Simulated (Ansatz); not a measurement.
Reaction (cleavage of the Si–Si bond): `C[SiH]([SiH3])CF` + H₂S → `C[SiH](S)CF` + SiH₄

Gas-phase electronic energies from Ansatz, PBE0-D4/def2-TZVP geometries. CBS: MP2 limit from def2 TZ/QZ plus the TZ coupled-cluster correction, frozen cores. This one scheme is used for every species. Functionals use def2-TZVPP. B3LYP here is the variant with VWN-RPA as its local correlation; programs differ in this. One conformer a species, not always the lowest.

(1) Is it downhill or uphill in electronic energy at CCSD(T)/CBS, and by how much? (Best estimate.)

(2) What do these levels give: PBE-D4, B3LYP-D4, ωB97M-V, HF/def2-TZVPP, MP2/def2-TZVPP, SCS-MP2/def2-TZVPP, CCSD/def2-TZVPP, MP2/def2-QZVPP, SCS-MP2/def2-QZVPP, HF/CBS(def2), MP2/CBS(def2), CCSD/CBS(def2)? (Best estimate.)

Largest T1 diagnostic among the species: 0.012.

Results:

(1) Ansatz gave: Downhill: ΔE = -66.8 kJ/mol.

(2) Computed: PBE-D4 -56.1, B3LYP-D4 -64.6, ωB97M-V -70.3, HF/def2-TZVPP -75.6, MP2/def2-TZVPP -74.5, SCS-MP2/def2-TZVPP -73.4, CCSD/def2-TZVPP -65.2, MP2/def2-QZVPP -75.6, SCS-MP2/def2-QZVPP -74.6, HF/CBS(def2) -75.8, MP2/CBS(def2) -76.3, CCSD/CBS(def2) -67.0 kJ/mol.

From PBE to PBE0 (25 % exact exchange), in def2-TZVPP and without D4, ΔE moves by −3.6 kJ/mol.
